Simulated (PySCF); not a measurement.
# Bond length, frequency and bond energy of GeN⁻ by level of theory

State: ¹Σ⁺ (singlet), closed shell. Set-up: PySCF, scalar-relativistic core potentials, basis sets Ge aug-cc-pVDZ-PP with ECP10, N aug-cc-pVDZ. De refers to Ge⁻ + N in their high-spin ground configurations, without counterpoise correction. A positive dipole points towards N; it is taken about the centre of mass and depends on that origin.

| Level | Re (Å) | ωe (cm⁻¹) | De (eV) | μ (D) |
| --- | --- | --- | --- | --- |
| RHF | 1.648 | 1085 | n/a | -4.69 |
| RHF-MP2 | 1.759 | 730 | 5.38 | n/a |
| RHF-SCS-MP2 | 1.747 | 768 | 5.24 | n/a |
| RHF-CCSD | 1.698 | 930 | 4.05 | n/a |
| RHF-CCSD(T) | 1.717 | 873 | 4.55 | n/a |
| PBE | 1.706 | 900 | 5.42 | -3.79 |
| r²SCAN | 1.686 | 949 | 4.70 | -3.80 |
| B3LYP | 1.690 | 943 | 4.99 | -4.16 |
| PBE0 | 1.680 | 971 | 4.61 | -4.08 |
| MN15 | 1.679 | 991 | 4.89 | -4.38 |
| BHandHLYP | 1.664 | 1017 | 4.06 | -4.44 |

Problem. Which functional lies closest to RHF-CCSD(T) in De, which farthest, and by how much do they differ from it?

Solution. Closest is PBE0 (-3.7 pm in Re, +11.2 % in ωe, +0.06 eV in De against RHF-CCSD(T) in the same basis), farthest PBE (-1.1 pm in Re, +3.1 % in ωe, +0.87 eV in De). CCSD(T) converges more slowly with the basis than the functionals do and binds too weakly in this one, so the order can change at the basis-set limit.

Problem. What does a quarter of exact exchange do here, going from PBE to PBE0?

Solution. PBE0 less PBE: -2.6 pm in Re, +7.9 % in ωe, -0.81 eV in De. Exact exchange removes part of the self-interaction that spreads semilocal densities, and in most molecules shortens and stiffens the bond and lowers De; so it does here.

Problem. What does the step from GGA to meta-GGA do here, going from PBE to r²SCAN?

Solution. r²SCAN less PBE: -2.0 pm in Re, +5.4 % in ωe, -0.72 eV in De. 

Correlated steps freeze 5 core orbitals. Correlated levels converge slowly with the basis: in double zeta they bind strong bonds too weakly, by up to about 1 eV, and carry superposition errors of some tenths. For an ion De counts to the pair picked by the measured ionisation energies or electron affinities, which need not be the lowest pair at this level. Where the molecule has an RHF reference, its open-shell atoms are computed with UHF. The highest Kohn–Sham level is positive in this anion. Much of that is self-interaction error, but it also means that the finite basis helps to hold the extra electron. The CCSD T1 diagnostic is raised, a sign that a single reference may not be enough here.

The whole job (state search and all levels along the bond) took about 2.4 min on 1 thread of Arm Neoverse V1 (shared host), peak memory 0.73 GiB.
